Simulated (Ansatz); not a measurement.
A nudged elastic band was laid between two geometries of F2GeH2O2 + H5NSi (14 atoms, charge 0, multiplicity 1).

Theory: RHF/def2-SVP in Ansatz.

```
movable images  : 7
climbing image  : yes
spring          : 5.0 eV/Å²
optimiser       : quadratic models (default)
start path      : through a guess of the saddle point
force threshold : 0.2 eV/Å
iteration limit : 60
end points      : relaxed
```

First end point:

```xyz
14
Properties=species:S:1:pos:R:3
Ge -0.527 0.807 0.142
F -0.755 0.317 1.761
F 0.681 1.993 0.258
O -1.952 1.536 -0.478
H -2.407 1.079 -1.171
O -0.034 -0.546 -0.781
H 0.479 -1.197 -0.297
N 1.300 -2.264 1.186
H 0.869 -3.164 1.058
Si 3.052 -2.245 1.227
H 3.627 -2.963 2.391
H 3.532 -2.899 -0.009
H 3.487 -0.834 1.278
H 0.827 -1.793 1.939
```

Last end point:

```xyz
14
Properties=species:S:1:pos:R:3
Ge 0.379 -0.436 -0.469
F -0.740 -0.626 2.603
F 1.537 0.054 -1.627
O -0.142 1.041 0.255
H -0.567 0.960 1.100
O -0.856 -1.336 -1.282
H -1.318 -0.926 -1.998
N 1.104 -1.592 0.727
H 0.839 -2.539 0.501
Si 2.697 -1.444 1.471
H 3.765 -1.997 0.611
H 2.927 -0.006 1.707
H 2.684 -2.184 2.750
H -0.129 -1.139 2.155
```

Problem. What changes between the two ends?

Solution. Bonds broken: Ge1–F2, N8–H14. Bonds formed: Ge1–N8, F2–H14. F2GeH2O2 + H5NSi becomes FGeH6NO2Si + FH.

Problem. Give the energies along the band, and the barrier.

Solution. It converged. The highest image is number 5 of 0 to 8, 1.21 eV above the first end and 0.79 eV above the last; the last end lies 0.42 eV above the first. The threshold of 0.2 eV/Å is loose, so the images may lie well off the minimum-energy path. Another band between the same ends (7 images) ends at a top of the same energy, where a vibrational analysis finds 1 clearly imaginary mode. The orbitals stay closed-shell, which can raise the energy where a bond breaks towards radicals; this wasn't checked here.

```tsv
image	path coordinate (Å)	energy (eV)	Ge1–F2 (Å)	N8–H14 (Å)	Ge1–N8 (Å)
0	0.00	0.00	1.71	1.01	3.72
1	1.78	0.02	1.70	1.01	3.69
2	3.57	0.11	1.70	1.01	3.27
3	5.35	0.31	1.71	1.01	2.85
4	7.14	0.36	1.78	1.01	2.10
5	8.93	1.21	2.30	1.19	1.91
6	10.75	0.52	2.99	1.96	1.82
7	12.57	0.47	3.21	1.98	1.81
8	14.38	0.42	3.28	1.94	1.81
```

Problem. What is the geometry of the highest image?

Solution. 
```xyz
14
Properties=species:S:1:pos:R:3
Ge 0.200 -0.340 -0.315
F -0.899 -1.179 1.527
F 1.313 0.076 -1.548
O 0.022 1.144 0.538
H -0.550 1.062 1.290
O -1.079 -1.116 -1.168
H -1.766 -1.417 -0.588
N 1.205 -1.617 0.687
H 1.248 -2.487 0.173
Si 2.772 -1.235 1.480
H 3.016 -2.273 2.499
H 3.840 -1.253 0.464
H 2.626 0.093 2.095
H 0.231 -1.630 1.369
```

The band took 22 iterations and of the order of 23 core-minutes.

The run took 6.3 min on 4 threads of Arm Neoverse V2, with other jobs on the host, peak memory 0.51 GiB.
